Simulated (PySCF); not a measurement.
## What an electron can do to RuF

r²SCAN in PySCF with def2-TZVPPD on every atom (core potentials on Ru), for the lowest determinant that a PBE0 search found; no spin–orbit coupling.

| species | state (unpaired electrons) | Re (Å) | ωe (cm⁻¹) | energy of the minimum from the neutral (eV) | De (eV) | dissociates to |
| --- | --- | --- | --- | --- | --- | --- |
| RuF | quartet (σ ↑, π ↑, δ ↑) | 1.890 | 581 | 0.00 | 4.22 | Ru (4d7 5s1) + F |
| RuF⁺ | quintet (σ ↑, π ↑↑, δ ↑) | 1.809 | 706 | 7.87 | 4.08 | Ru⁺ (4d7) + F |
| RuF⁻ | quintet (σ ↑, π ↑↑, δ ↑) | 1.982 | 480 | -1.67 | 2.57 | Ru (4d7 5s1) + F⁻ |

Work out the lowest energy to break RuF into atoms, from its vibrational ground state.

D0 = De − ωe/2 = 4.22 − 0.04 = 4.18 eV (r²SCAN/def2-TZVPPD).

Work out the ionisation energy of the Ru atom at this level and the threshold of dissociative ionisation.

IE(Ru) = 7.87 + 4.08 − 4.22 = 7.73 eV, so Ru⁺ (4d7) + F + e⁻ appears at D0 + IE(Ru) = 11.91 eV (r²SCAN/def2-TZVPPD). The measured IE(Ru) is 7.361 eV (NIST ASD).

Work out the electron affinity of the F atom and the threshold of dissociative attachment.

EA(F) = 4.22 − 2.57 − (-1.67) = 3.32 eV, so Ru (4d7 5s1) + F⁻ needs D0 − EA(F) = 0.86 eV (r²SCAN/def2-TZVPPD). The measured EA(F) is 3.401 eV.

At which energy does ion-pair formation open?

Ru⁺ + F⁻ lies at D0 + IE(Ru) − EA(F) = 8.59 eV (r²SCAN/def2-TZVPPD).

These are thermodynamic thresholds; the onsets seen under electron impact lie higher where the geometry changes, and cross-sections peak well above them.

The metal atom is held in its measured ground configuration; semilocal functionals can put another filling of s and d lower by some tenths of an eV, and De to that atom would be smaller. Spin–orbit coupling is left out, which matters for elements this heavy, above all for dissociation energies. For an ion De counts to the pair picked by the measured ionisation energies or electron affinities, which need not be the lowest pair at this level. The highest Kohn–Sham level is positive in this anion. Much of that is self-interaction error, but it also means that the finite basis helps to hold the extra electron. With d or f electrons several states lie close, and the lowest PBE0 determinant need not be the measured ground state.
